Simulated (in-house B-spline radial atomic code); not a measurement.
## Removing one electron from Si III (Si2+)

Closed shell [Ne] 3s2. Computed with a B-spline radial code for spherical atoms: Koopmans values of Dirac-Hartree-Fock plus a diagonal self-energy, in second order or with its direct term screened (direct RPA, with the hole-particle interaction, or full time-dependent Hartree-Fock), linearised in energy; no-pair Dirac-Coulomb Hamiltonian, finite nucleus. Shifts add to the Koopmans value (the ΔSCF shift is orbital relaxation alone); the final value takes TDHF screening with Breit and QED.

Command:
```bash
python run_mb.py task.json out
```
Settings (nuclear radius in fm, box in bohr, cutoff in hartree):
```
basis_form          2
Z                   14
core_configuration  [Ne] 3s2
rms_radius          3.1224
mass_number         28
speed_of_light      137.036
box_radius          16.642
lmax                7
intervals           65
virtual_cutoff      784.0
```

Time taken, with all properties: 4.7 s on 1 thread of Intel(R) Xeon(R) Platinum 8488C (shared host).

Energies in eV:

| subshell | Koopmans | ΔSCF shift | second order | direct RPA | hole-particle | TDHF | Breit + QED | final |
| --- | --- | --- | --- | --- | --- | --- | --- | --- |
| 3s1/2 | 32.23 | -0.205 | ? | ? | ? | ? | ? | ? |

Task: What does the self-energy do to 3s1/2?

Result: It shifts the removal energy by 1.071 eV in second order, 0.577 with direct RPA, 0.634 with the hole-particle term and 0.892 with TDHF screening (quasi-particle weight 0.961); Breit and QED add -0.006 eV. The final value is 33.12 eV, against 33.493 eV (NIST, measured). The mixing of s² with p² in the ground state is caught to low order only, which falls short in light ions.
